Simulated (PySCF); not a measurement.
**Structure revision by computed shifts**

A compound C₅H₄FN gives the data below (simulated from a calculation) and was assigned the structure `Fc1ccncc1`.

13C{1H} NMR (computed): δ 174.2 (C, d, J = 305.6 Hz), 155.1 (CH, d, J = 12.6 Hz), 146.3 (CH, d, J = 4.2 Hz), 125.3 (CH), 114.5 (CH, d, J = 32.7 Hz).

1H NMR (500 MHz, computed): δ 8.65 (ddd, J = 5.5, 1.7, 1.7 Hz, 1H), 8.03 (m, 1H), 7.25 (ddd, J = 8.2, 5.5, 1.8 Hz, 1H), 7.04 (dd, J = 9.2, 4.7 Hz, 1H).

Computational details: shieldings: GIAO PBE0/pcSseg-1, GFN2-xTB structure, J couplings at B3LYP/pcJ-1 (spin–dipole term only in couplings to heteroatoms), in PySCF 2.14.0 with density-fitted response routines (in vacuum, a single conformation, relativity neglected).

References, each an isolated molecule treated in the same way: 1H and 13C vs TMS.

(1) Compare with the shifts computed for the proposed structure, pairing carbons in order of shift.

(2) Which isomer fits?

## Answers

(1) Atoms are numbered as in `[F:1][c:2]1[cH:3][cH:4][n:5][cH:6][cH:7]1`. Each H is labelled by its parent atom.

```csv
atom,computed for proposal,given list,difference
C2,179.6,174.2,+5.4
C4,158.0,155.1,+2.9
C6,158.0,146.3,+11.7
C3,116.6,125.3,-8.7
C7,116.6,114.5,+2.1
```

The rms difference is 7.1 ppm and the largest +11.7 ppm at C6 (aromatic CH next to a ring nitrogen). The proposal also would give 3 carbon signals, not 5. The proposal doesn't fit.

(2) `C1=CC=NC(F)=C1`.

1. Carbon types of the structure: 1 × C, 4 × CH, which accounts for all hydrogens.
2. δC 174.2: aromatic carbon bearing fluorine; the electronegative substituent deshields the carbon that carries it.
3. δC 155.1: aromatic CH next to a ring nitrogen; the adjacent pyridine-type nitrogen withdraws density from it.
4. δC 146.3, 125.3, 114.5: aromatic CH.
5. δH 8.65: hydrogen on an aromatic CH next to a ring nitrogen; ring current plus the neighbouring ring nitrogen.
6. The protons at 7.25 and 8.65 share a coupling of 5.5 Hz (vicinal, an ortho-type coupling).

This is the structure that produced the data.

C–F couplings over four or more bonds (about 3 Hz to the para carbon of a fluoroarene) are left out. Common functionals overestimate the size of one-bond C–F couplings by tens of Hz; these are unscaled. Multiplet labels drop couplings under 1 Hz and merge nearly equal ones. Unscaled 3J(H,H) at this level run about 10 % above measured values. Shifts are as computed. Against solution values, carbons near 30 ppm lie about +3 ppm off and those near 130 ppm about +5 ppm. Of 1211 compounds with measured shifts, 218 miss one by over three times the rms of a fit or turn the order of signals round; such compounds aren't used in these exercises.
